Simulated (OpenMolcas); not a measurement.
## Mo3+ in a ligand field

Mo3+ with 6 ligands (chloride) in octahedral coordination (Oh) at 2.45 Å. A charge of +0.5 e stands 2.6 Å behind each ligand. Ligand basis ANO-RCC-VDZP.

| Quantity | Value |
| --- | --- |
| Program | OpenMolcas 26.06 |
| Method | SS-CASPT2, IPEA 0.25 Eh, imaginary shift 0.1 Eh (closed shells correlated: 4s 4p and the ligand valence shells) |
| Basis | ANO-RCC-VTZP [7s6p4d2f1g] |
| Scalar Hamiltonian | DKH2, point nucleus |
| Active space | 3 electrons in 5 orbitals (4d) |
| State averaging | 2S+1 = 4 even, 10 roots; 2S+1 = 2 even, 40 roots |
| Spin-orbit coupling | state interaction with AMFI integrals over the reference wave functions |

The lowest spin-free states (labels of O, the rotations of Oh), above the lowest:

```
   State  Degeneracy  E (cm-1)
     4A2           1         0
      2E           2      9290
     2T1           3      9480
     2T2           3     15220
     4T2           3     19200
     4T1           3     24150
     2A1           1     25780
2S+1 = 2           3     27380
2S+1 = 2           3     27870
      2E           2     28850
     2T1           3     30730
     2T2           3     34250
     2A2           1     34970
     4T1           3     40040
      2E           2     43030
2S+1 = 2           3     46650
2S+1 = 2           3     47440
     2T1           3     50480
     2T2           3     60240
      2E           2     69130
```

The lowest levels with spin-orbit coupling:

```json
{"E (cm-1)": "0", "Degeneracy": "4", "Label": "Γ8", "2S+1": "4", "g": ""}
{"E (cm-1)": "9230", "Degeneracy": "4", "Label": "Γ8", "2S+1": "2", "g": ""}
{"E (cm-1)": "9390", "Degeneracy": "4", "Label": "Γ8", "2S+1": "2", "g": ""}
{"E (cm-1)": "9610", "Degeneracy": "2", "Label": "", "2S+1": "2", "g": "0.53 0.53 0.53"}
{"E (cm-1)": "15240", "Degeneracy": "4", "Label": "Γ8", "2S+1": "2", "g": ""}
{"E (cm-1)": "15480", "Degeneracy": "2", "Label": "", "2S+1": "2", "g": "1.85 1.85 1.85"}
{"E (cm-1)": "18970", "Degeneracy": "2", "Label": "", "2S+1": "4", "g": "2.84 2.84 2.84"}
{"E (cm-1)": "19150", "Degeneracy": "4", "Label": "Γ8", "2S+1": "4", "g": ""}
{"E (cm-1)": "19390", "Degeneracy": "4", "Label": "Γ8", "2S+1": "4", "g": ""}
{"E (cm-1)": "19450", "Degeneracy": "2", "Label": "", "2S+1": "4", "g": "2.46 2.46 2.46"}
{"E (cm-1)": "24100", "Degeneracy": "2", "Label": "", "2S+1": "4 (89 %)", "g": "3.27 3.27 3.27"}
{"E (cm-1)": "24210", "Degeneracy": "2", "Label": "", "2S+1": "4", "g": "1.80 1.80 1.80"}
{"E (cm-1)": "24240", "Degeneracy": "4", "Label": "Γ8", "2S+1": "4", "g": ""}
{"E (cm-1)": "24320", "Degeneracy": "4", "Label": "Γ8", "2S+1": "4", "g": ""}
{"E (cm-1)": "26050", "Degeneracy": "2", "Label": "", "2S+1": "2 (89 %)", "g": "2.50 2.50 2.50"}
{"E (cm-1)": "27350", "Degeneracy": "2", "Label": "", "2S+1": "2", "g": "0.12 0.12 0.12"}
{"E (cm-1)": "27420", "Degeneracy": "4", "Label": "Γ8", "2S+1": "2", "g": ""}
{"E (cm-1)": "27570", "Degeneracy": "2", "Label": "", "2S+1": "2", "g": "0.90 0.90 0.90"}
{"E (cm-1)": "28140", "Degeneracy": "4", "Label": "Γ8", "2S+1": "2", "g": ""}
{"E (cm-1)": "29030", "Degeneracy": "4", "Label": "Γ8", "2S+1": "2", "g": ""}
```

Powder χT (cm3 K/mol): 1.74 at 2 K, 1.74 at 10 K, 1.74 at 50 K, 1.75 at 100 K, 1.75 at 200 K, 1.76 at 300 K. The effective moment at 300 K is 2.828 √(χT) = 3.75 μB.

The lowest level has 2S+1 = 4, for which the spin-only value is χT = S(S+1) / 2 = 1.875 cm3 K/mol (g = 2). The computed 1.758 at 300 K differs by -0.117, through orbital momentum, spin-orbit coupling and any other state in reach.

A least-squares ligand-field fit to the states below 45000 cm-1, each weighted by its degeneracy and with a free common offset, gives 10Dq = 18666 cm-1, B = 475 cm-1 and C = 1779 cm-1 (C/B = 3.74), with an rms deviation of 469 cm-1.

The same method and metal basis give the free ion B = 671 cm-1 (fit to its terms below 60000 cm-1, rms deviation 271 cm-1), so the nephelauxetic ratio is β = 475 / 671 = 0.71; it hangs on how both fits weigh the states, and computed free-ion B values tend to be too large, so β mixes covalency with correlation.

Roots that are degenerate in the reference are averaged as groups; the widest CASPT2 spread within a group is 190 cm-1 (the 3-fold group of multiplicity 2 near 27900 cm-1 above the lowest state of its run). Shifts and gaps below about the spread of the groups concerned are not significant. Over all roots computed the reference weight is 0.65 to 0.66; a low but even weight reflects the number of correlated electrons. The least metal-like active orbital is 79 % on the metal (Löwdin) and no ligand orbital is active, so the numbers are rough. Ligand-to-metal charge-transfer states are missing. With no ligand orbital active B as a rule stays too high, so bands that hang on it stand too high and its fall with covalency is understated. With one d shell and no ligand orbital active, 10Dq can be off by a tenth or more. No measured value stands beside these numbers; the geometry is a model, was not optimised and need not be the one that this ion takes.
